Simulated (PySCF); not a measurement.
# Fine-structure interval of Au⁶⁰⁺ by level of theory

Au⁶⁰⁺ [Ar] 3d1 [3d3/2^1, M_J = 3/2] → Au⁶⁰⁺ [Ar] 3d1 [3d5/2^1, M_J = 5/2], as a difference of total energies. All numbers are calculated (PySCF 2.14, the two-component X2C-1e Hamiltonian, in an even-tempered Gaussian basis (15 s from 19 bohr⁻², ratio 2.8; 12 p from 24 bohr⁻², ratio 2.8; 8 d from 24 bohr⁻², ratio 2.8; 3 f from 74 bohr⁻², ratio 3)). Correlated levels: [Ne] frozen; the 70 highest virtual spinors dropped. "Screened" scales the spin-orbit matrix elements by Boettger's factors to mimic the two-electron term; Breit and QED terms are absent.

| method | fine-structure interval (cm⁻¹) |
| --- | --- |
| GHF (screened spin-orbit) | 852770 |
| GMP2 (screened spin-orbit) | 853590 |
| GHF (bare spin-orbit) | 977800 |
